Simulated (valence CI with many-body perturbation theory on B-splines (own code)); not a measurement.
# Energy levels of Cu16+

Level of theory: configuration interaction combined with many-body perturbation theory (CI+MBPT): three valence electrons over a frozen Dirac-Fock core [Ne], a basis of 11 s, 11 p, 10 d, 8 f, 5 g, 2 h functions for each j, with the one-electron correlation potential Σ1, the two-electron term Σ2, the three-electron term Σ3, Breit, model QED; selected CI, second order for the rest, scaled by the run's own slope (own B-spline code, finite nucleus).

No measured levels were compared; by estimate levels of excited configurations hold to 0.05 to 0.15 % of their energy, terms of the ground configuration to about 0.5 %.

Levels 136 to 158 of 158, with energies above the lowest level, 3s2 3p 2P°_1/2. "Leading %" is the weight of the configuration and term that name the level; weights of strongly mixed levels are sums over their largest components and can fall short. In the jj column 3d3/2^4 stands for four electrons in 3d with j = 3/2. Lifetimes count E1, E2, E3, M1 and M2 decay at the calculated energies, and are blank where another channel may lead or the interval is too uncertain; long ones can be off by a factor of two.

```tsv
No.	Configuration	Term	J	E (cm⁻¹)	Leading %	Leading jj	Lifetime
136	3d3	4F	9/2	2250700	99	3d3/2 3d5/2^2 (48 %)	12.2 ps
137	3d3	2G	7/2	2280200	99	3d3/2 3d5/2^2 (50 %)	14.3 ps
138	3d3	2G	9/2	2280900	68	3d3/2^2 3d5/2 (79 %)	15.5 ps
139	3d3	4P	1/2	2285100	98	3d3/2^2 3d5/2 (64 %)	10.1 ps
140	3d3	4P	3/2	2285600	95	3d3/2^2 3d5/2 (48 %)	10.0 ps
141	3d3	2H	11/2	2288000	99	3d3/2 3d5/2^2 (99 %)	19.9 ps
142	3d3	4P	5/2	2288000	99	3d3/2 3d5/2^2 (63 %)	10.3 ps
143	3d3	2H	9/2	2288200	69	3d3/2 3d5/2^2 (51 %)	18.0 ps
144	3s 3p 4s	4P°	1/2	2296700	97	3s 3p1/2 4s (94 %)	2.39 ps
145	3d3	2D	3/2	2303000	68	3d3/2 3d5/2^2 (53 %)	10.4 ps
146	3s 3p 4s	4P°	3/2	2306000	94	3s 3p1/2 4s (72 %)	2.36 ps
147	3d3	2P	1/2	2306700	96	3d3/2 3d5/2^2 (64 %)	10.1 ps
148	3d3	2D	5/2	2308000	98	3d3/2 3d5/2^2 (56 %)	11.0 ps
149	3d3	2P	3/2	2311800	67	3d5/2^3 (81 %)	10.8 ps
150	3s 3p 4s	4P°	5/2	2328500	99	3s 3p3/2 4s (99 %)	2.41 ps
151	3d3	2F	7/2	2331000	98	3d3/2 3d5/2^2 (73 %)	13.6 ps
152	3d3	2F	5/2	2332200	98	3d3/2 3d5/2^2 (52 %)	13.6 ps
153	3s 3p 4s	2P°	1/2	2332900	95	3s 3p1/2 4s (78 %)	2.29 ps
154	3s2 4d	2D	3/2	2347500	94	3s^2 4d3/2 (94 %)	1.36 ps
155	3s2 4d	2D	5/2	2350000	94	3s^2 4d5/2 (94 %)	1.40 ps
156	3s 3p 4s	2P°	3/2	2356600	92	3s 3p3/2 4s (92 %)	2.05 ps
157	3d3	2D	5/2	2388800	97	3d3/2^2 3d5/2 (51 %)	11.1 ps
158	3d3	2D	3/2	2389700	98	3d3/2 3d5/2^2 (86 %)	11.4 ps
```

Names give the largest LS component (configuration and term), which can be under half, so a name can repeat, a term be missing and a line seem to break the LS rules; names also repeat where a configuration has a term twice.
